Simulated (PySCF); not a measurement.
Spinor energies of Os⁴⁺ (osmium, charge +4)

Start: [Xe] 4f14 5d4; 5d3/2 filled at m_j = -3/2, -1/2, +1/2, +3/2. Calculated with PySCF 2.14 in x2c-TZVPPall-2c (11s11p10d3f1g, 124 functions): generalised Hartree-Fock with the X2C-1e Hamiltonian and a Gaussian nucleus; one run each with spin-orbit coupling (SO) switched off, then screened by Boettger's factors.

```json
{"spinor shell": "1s1/2", "electrons": "2", "ε, spin-free (eV)": "-74326.6", "ε, screened SO (eV)": "-74301.5", "weight of nominal j (screened SO)": "1.000", "rms radius, screened SO (bohr)": "0.0201"}
{"spinor shell": "2s1/2", "electrons": "2", "ε, spin-free (eV)": "-13129.8", "ε, screened SO (eV)": "-13121.8", "weight of nominal j (screened SO)": "1.000", "rms radius, screened SO (bohr)": "0.0809"}
{"spinor shell": "2p1/2", "electrons": "2", "ε, spin-free (eV)": "-11445.5", "ε, screened SO (eV)": "-12542.9", "weight of nominal j (screened SO)": "1.000", "rms radius, screened SO (bohr)": "0.0687"}
{"spinor shell": "2p3/2", "electrons": "4", "ε, spin-free (eV)": "-11445.5", "ε, screened SO (eV)": "-11005.8", "weight of nominal j (screened SO)": "1.000", "rms radius, screened SO (bohr)": "0.0764"}
{"spinor shell": "3s1/2", "electrons": "2", "ε, spin-free (eV)": "-3156.5", "ε, screened SO (eV)": "-3153.7", "weight of nominal j (screened SO)": "1.000", "rms radius, screened SO (bohr)": "0.207"}
{"spinor shell": "3p1/2", "electrons": "2", "ε, spin-free (eV)": "-2653.6", "ε, screened SO (eV)": "-2895.4", "weight of nominal j (screened SO)": "1.000", "rms radius, screened SO (bohr)": "0.198"}
{"spinor shell": "3p3/2", "electrons": "4", "ε, spin-free (eV)": "-2653.6", "ε, screened SO (eV)": "-2554.7", "weight of nominal j (screened SO)": "1.000", "rms radius, screened SO (bohr)": "0.214"}
{"spinor shell": "3d3/2", "electrons": "4", "ε, spin-free (eV)": "-2084.5", "ε, screened SO (eV)": "-2127.2", "weight of nominal j (screened SO)": "1.000", "rms radius, screened SO (bohr)": "0.188"}
{"spinor shell": "3d5/2", "electrons": "6", "ε, spin-free (eV)": "-2084.5", "ε, screened SO (eV)": "-2053.7", "weight of nominal j (screened SO)": "1.000", "rms radius, screened SO (bohr)": "0.193"}
{"spinor shell": "4s1/2", "electrons": "2", "ε, spin-free (eV)": "-737.03", "ε, screened SO (eV)": "-736.02", "weight of nominal j (screened SO)": "1.000", "rms radius, screened SO (bohr)": "0.459"}
{"spinor shell": "4p1/2", "electrons": "2", "ε, spin-free (eV)": "-569.20", "ε, screened SO (eV)": "-626.54", "weight of nominal j (screened SO)": "1.000", "rms radius, screened SO (bohr)": "0.466"}
{"spinor shell": "4p3/2", "electrons": "4", "ε, spin-free (eV)": "-569.20", "ε, screened SO (eV)": "-545.33", "weight of nominal j (screened SO)": "1.000", "rms radius, screened SO (bohr)": "0.499"}
{"spinor shell": "4d3/2", "electrons": "4", "ε, spin-free (eV)": "-356.36", "ε, screened SO (eV)": "-365.36", "weight of nominal j (screened SO)": "0.999", "rms radius, screened SO (bohr)": "0.519"}
{"spinor shell": "4d5/2", "electrons": "6", "ε, spin-free (eV)": "-356.36", "ε, screened SO (eV)": "-349.39", "weight of nominal j (screened SO)": "0.999", "rms radius, screened SO (bohr)": "0.531"}
{"spinor shell": "5s1/2", "electrons": "2", "ε, spin-free (eV)": "-153.34", "ε, screened SO (eV)": "-153.01", "weight of nominal j (screened SO)": "1.000", "rms radius, screened SO (bohr)": "1.07"}
{"spinor shell": "4f5/2", "electrons": "6", "ε, spin-free (eV)": "-117.69", "ε, screened SO (eV)": "-118.91", "weight of nominal j (screened SO)": "0.959", "rms radius, screened SO (bohr)": "0.633"}
{"spinor shell": "5p1/2", "electrons": "2", "ε, spin-free (eV)": "-106.67", "ε, screened SO (eV)": "-118.45", "weight of nominal j (screened SO)": "0.857", "rms radius, screened SO (bohr)": "1.14"}
{"spinor shell": "4f7/2", "electrons": "8", "ε, spin-free (eV)": "-117.69", "ε, screened SO (eV)": "-115.78", "weight of nominal j (screened SO)": "0.992", "rms radius, screened SO (bohr)": "0.608"}
{"spinor shell": "5p3/2", "electrons": "4", "ε, spin-free (eV)": "-106.67", "ε, screened SO (eV)": "-101.34", "weight of nominal j (screened SO)": "0.972", "rms radius, screened SO (bohr)": "1.25"}
{"spinor shell": "5d3/2", "electrons": "4", "ε, spin-free (eV)": "-56.242", "ε, screened SO (eV)": "-56.242", "weight of nominal j (screened SO)": "0.712", "rms radius, screened SO (bohr)": "1.62"}
```

```
   quantity     spin-free   screened SO
E (hartree)  -17237.72487  -17260.45968
        M_J             0             0
       ⟨J²⟩         4.007         2.359
       ⟨L²⟩         6.003         5.360
       ⟨S²⟩         6.003         5.353
```

The determinant has a definite M_J but mixes levels of different J.

Each row is a mean over spinors that exchange with the open shell spreads, by up to 5.067 eV (5p3/2).

Rows whose weight is well below 1 are mixtures of j = l ± 1/2: exchange outweighs spin-orbit coupling there, and the label is only the starting occupation.

Breit and QED terms are absent; they matter most for the inner s and p1/2 levels.

Densities and radii are taken from the X2C orbitals without a picture-change correction, which distorts them close to the nucleus.

Without spin-orbit coupling the j labels of p, d and f shells carry no meaning; the spin-free column gives the mean over the occupied spinors of each nl shell, and its ⟨J²⟩ belongs to a mixture of degenerate components.
